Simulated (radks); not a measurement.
Results of a calculation; reference values are marked as such.
All-electron atom: Ag XI in [Kr] 4d1.

Code: a radial shooting solver on a logarithmic mesh with Libxc functionals. Model: Dirac Kohn-Sham, BLYP, spin-unpolarised, spherical densities, finite nucleus; open shells fill j = l - 1/2 first; Fermi nuclear charge, rms radius 4.5454 fm.

Energy parts (eV):
| part | energy |
|---|---|
| total | -143890.385 |
| kinetic | 150646.090 |
| electron-nucleus | -341453.091 |
| Hartree | 50809.703 |
| exchange-correlation | -3893.086 |

Orbitals (lengths in bohr, moments of r in powers of bohr; r(max) is where P^2 peaks):
orbital  occ.  eigenvalue (eV)   r(max)      <r>     <r^2>   <1/r>
1s1/2       2        -25520.84  0.02015  0.03111  0.001308   49.44
2s1/2       2        -3931.229   0.1141   0.1345   0.02139   11.39
2p1/2       2        -3668.162  0.08818   0.1141   0.01599   11.37
2p3/2       4        -3492.754  0.09243   0.1192   0.01731   10.68
3s1/2       2        -881.7752   0.3323   0.3674    0.1545   3.994
3p1/2       2        -777.2788   0.3186   0.3588    0.1497   3.902
3p3/2       4        -746.0889   0.3285   0.3696    0.1586   3.735
3d3/2       4        -561.5258   0.2710   0.3415    0.1389   3.576
3d5/2       6        -555.2078   0.2738   0.3450    0.1415   3.532
4s1/2       2        -277.3666   0.7999   0.8563    0.8244   1.629
4p1/2       2        -241.9589   0.8253   0.8919    0.8999   1.540
4p3/2       4        -235.5928   0.8458   0.9129    0.9422   1.493
4d3/2       1        -177.8408   0.9055    1.002     1.151   1.315
4d5/2       0        -176.7617   0.9118    1.009     1.165   1.304
5s1/2       0        -128.7851    1.667    1.700     3.214  0.8037
5p1/2       0        -115.8745    1.770    1.798     3.605  0.7578
5p3/2       0        -113.9521    1.804    1.828     3.724  0.7423

The highest occupied level is 4d3/2 at -177.84 eV. The density falls to 0.001 e/bohr^3 at r = 2.17 bohr. Summed over all electrons, <r^2> = 11.16 bohr^2, which gives a Langevin (diamagnetic) susceptibility term of -8.84 x 10^-6 cm^3/mol. For comparison, the ionisation energy in NIST's Atomic Spectra Database is 188 eV (theoretical). In exact Kohn-Sham theory the highest level is minus the ionisation energy, but local and semilocal functionals leave it too shallow, through self-interaction and a potential that decays too fast; potentials with the right tail come closer.

Beside tabulated values, note that spin-unpolarised runs miss the spin-polarisation part of the exchange energy of open shells.
